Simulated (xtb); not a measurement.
W(F)5(OH) (F5HOW), SMILES [OH][W]([F])([F])([F])([F])[F], multiplicity 1. All values are semi-empirical tight-binding results from xtb (GFN2-xTB unless named), good for trends rather than for accurate numbers. Geometry: GFN2-xTB. The multiplicity is an assumed one; other spin states were not compared. The isomer is the one that the SMILES or the coordinates give; other isomers of the formula were not compared. One conformer was computed; it need not be the lowest.

For metal compounds this method's bond lengths and energies can be far off.

Estimate the properties. (Estimate from the structure and the level; the computed values follow.)


```yaml
point_group_as_xtb_finds_it: C4v
orbital_gap: 6.55 eV
zero_point_energy: 12.5 kcal/mol
G − E(el) at 298.15 K (modified RRHO): -9.1 kcal/mol
```
